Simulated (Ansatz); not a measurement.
`[OH][Sb]([F])[F]` + HCl → `[F][Sb]([F])[Cl]` + H₂O at 298.15 K and 1 bar (ligand exchange at the Sb–O bond).

Computed with Ansatz on PBE0-D4/def2-TZVP structures; ΔE is electronic, products minus reactants. CCSD(T)/CBS adds triple-zeta CCSD(T) − MP2 to the extrapolated MP2 energy (def2 sets, frozen cores). This one scheme is used for every species. Elements past krypton have def2 core potentials. For Sb outer-core shells are correlated without core-valence functions, which leaves a few kJ/mol of doubt a bond. Each species was taken in one conformer, which may not be the lowest.

```csv
species,CCSD(T)/CBS energy (Eh),H − E (kJ/mol),S (J/(mol·K))
`[OH][Sb]([F])[F]`,-515.46935,61.7,320.3
HCl,-460.38127,26.6,186.8
`[F][Sb]([F])[Cl]`,-899.48483,29.4,324.3
H₂O,-76.37941,66.4,188.7
```

H − E and S are ideal-gas, rigid-rotor, harmonic terms from PBE0-D4/def2-TZVP, for one conformer and one mirror image of each species. 1 Eh = 2625.50 kJ/mol, R = 8.31446 J/(mol·K).

Task: By hand: ΔE, ΔH, ΔS and ΔG.

Result: ΔE = (-899.48483) + (-76.37941) − (-515.46935) − (-460.38127) = -0.01362 Eh = -35.8 kJ/mol. Δ(H − E) = 29.4 + 66.4 − 61.7 − 26.6 = 7.5, so ΔH = -28.3 kJ/mol. ΔS = 324.3 + 188.7 − 320.3 − 186.8 = 5.9 J/(mol·K). ΔG = -28.3 − 298.15 × (5.9)/1000 = -30.1 kJ/mol.

Task: By hand: the equilibrium constant, and the temperature at which ΔG would vanish if ΔH and ΔS stayed fixed.

Result: log₁₀ K = −ΔG/(RT ln 10) = 5.3. ΔH and −TΔS have one sign here, so there is no such temperature.

The number of gas molecules stays the same, so ΔS is small and ΔH decides. A doubt of 5 kJ/mol in ΔE shifts log₁₀ K by 0.9 here. Other conformers and mirror images would add mixing entropy, several J/(mol·K) or more a flexible species. These are equilibria of isolated gas molecules and say nothing of rates. Largest T1 diagnostic: 0.015 (customary marks: 0.02 for closed shells, 0.045 for open ones).

ΔS is within the doubt of such terms, so its sign, and with it that verdict, could turn.
